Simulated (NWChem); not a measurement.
CBO[SiH3] (CH7BOSi), optimised at PBE0/def2-SVP with NWChem:

* **highest occupied level (eV)**: -8.16
* **orbital gap (eV)**: 8.33
* **dipole (D)**: 0.48
* **highest harmonic frequency (cm⁻¹)**: 3171
* **zero-point energy (kcal/mol)**: 49.6

All stand in one matching conformer (torsions within 35°), which need not be the lowest.

One B atom is replaced by Al, giving [CH3][AlH][O][SiH3] (CH₇AlOSi), optimised at the same level. How do these values move?


```tsv
quantity	new value	change
highest occupied level (eV)	-7.85	+0.31
orbital gap (eV)	7.28	-1.05
dipole (D)	0.98	+0.50
highest harmonic frequency (cm⁻¹)	3164	-7
zero-point energy (kcal/mol)	45.1	-4.5
```
